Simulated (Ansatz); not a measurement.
C2H7AlClNS (SMILES C[N](C)[Al]([SH])[Cl]), singlet, at a GFN2-xTB geometry (such geometries of metal compounds can be far from the true shape); PBE/def2-SVP in Ansatz (a quantum-chemistry and plane-wave program).

Input for Ansatz:
Ansatz 0.2 input:
```yaml
crystal:
  periodic: [false, false, false]
  atoms:
    - {symbol: Al, position_ang: [-0.13948734, -0.31760051, 0.10891197]}
    - {symbol: Cl, position_ang: [-1.83804924, -1.27437121, -0.43188071]}
    - {symbol: N, position_ang: [0.33306423, 1.28126890, -0.56357149]}
    - {symbol: C, position_ang: [1.41373226, 2.14655135, -0.12442544]}
    - {symbol: C, position_ang: [-0.40518618, 1.87700483, -1.66529450]}
    - {symbol: H, position_ang: [2.14691583, 2.29741995, -0.92520604]}
    - {symbol: H, position_ang: [1.02678519, 3.12805155, 0.17091508]}
    - {symbol: H, position_ang: [1.91821896, 1.70547712, 0.73493215]}
    - {symbol: H, position_ang: [-0.83255330, 2.84293945, -1.37515166]}
    - {symbol: H, position_ang: [0.24717243, 2.03932428, -2.53038195]}
    - {symbol: H, position_ang: [-1.21553080, 1.21101340, -1.95977165]}
    - {symbol: S, position_ang: [1.19761895, -1.25376380, 1.57791417]}
    - {symbol: H, position_ang: [2.22453481, -0.48110740, 1.24747403]}
basis:
  gaussian:
    orbitals: def2-SVP
hamiltonian:
  xc: pbe
```

It wrote (shortened):

```
Functional definition: PBE
1487 factors; their error is unknown
mean field evaluation 1: about -33594.6602 eV, gradient 6.8e1 eV
mean field evaluation 2: about -33535.4527 eV, gradient 1.5e2 eV
mean field evaluation 4: about -33606.0342 eV, gradient 1.1e1 eV
mean field evaluation 8: about -33606.3248 eV, gradient 2.9e-1 eV
mean field evaluation 16: about -33606.2391 eV, gradient 6.0e-4 eV
mean field -33606.23908742 eV, -1235.0065073358 hartree, gradient 3.8e-5 eV, S^2 0.000000; 0 other end points of the search recorded, 0 dependent functions left out
reference -33606.23912471 eV, -1235.0065087062 hartree; 36, 36 occupied and 95, 95 virtual orbitals, 1487 factors
Total energy: -33606.23912471 eV, -1235.0065087062 hartree
```
